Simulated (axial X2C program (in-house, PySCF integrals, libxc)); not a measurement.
# Potential curves of InTe, spin-free

Calculated with an axial X2C code built on PySCF integrals. Spin-free means the one-electron spin-free X2C Hamiltonian. Basis: Te dyall-cv3z [11s12p8d4f1g], In dyall-cv3z [11s12p9d4f1g] (cores contracted in-house); Gaussian nuclei, density fitting, unrestricted open shells. Masses: Te 129.906 u, In 114.904 u.

State: M_S = 1/2, Λ = 1 (beyond evenly filled blocks: π+α, π+β, π-α). Energies in eV from the fragments at the same level (Te + In). Fits are polynomials in 1 − R0/R over 0.85 to 1.23 times the lowest point R0.

```json
{"R (Å)": "2.5953", "CCSD": "-2.0457"}
{"R (Å)": "2.6809", "CCSD": "-2.2169"}
{"R (Å)": "2.7664", "CCSD": "-2.3104"}
{"R (Å)": "2.8520", "CCSD": "-2.3448"}
{"R (Å)": "2.9518", "CCSD": "-2.3289"}
{"R (Å)": "3.0516", "CCSD": "-2.2689"}
{"R (Å)": "3.1800", "CCSD": "-2.1474"}
```

Correlated methods: 9 electrons correlated (number of frozen shells: Te 4 s, 3 p, 2 d; In 4 s, 3 p, 2 d), 309 virtual spin orbitals or spinors in MP2, 110 natural virtuals in coupled cluster.

One determinant describes the state; a PBE0 search over occupations chose it and may have missed a lower one. De is counted from the lowest determinant-based energies of the atoms at the same level, without counterpoise correction. CCSD ran in a truncated set of natural virtual spinors with an MP2 remainder; without triples it tends to underbind. Other states lie close and PBE0, whose exact exchange favours high spin, may order them wrongly; the determinant shown need not be the ground state. The nearest other spin-free determinant of the search, M_S = 1/2, Λ = 0, lies 0.22 eV up at the distance of the search. With the outer-core shells frozen, correlated bond lengths of heavy atoms tend to come out a few hundredths of an ångström too long. Spin-free De lacks the spin–orbit lowering of the heavy p-block atom, a tenth of an eV or more for 4p and 5p, up to an eV for 6p and one to two eV for 7p atoms, less what an open-shell molecule gains itself. Coupled cluster ran on the points near the minimum only. MP2 and coupled cluster on one determinant become unreliable at the stretched end.

Question: What are Re, ωe and De at the CCSD level?

Answer: At CCSD, spin-free: Re = 2.871 Å, ωe ≈ 160 cm⁻¹, De = 2.35 eV to Te + In; Be follows as 0.0335 cm⁻¹.
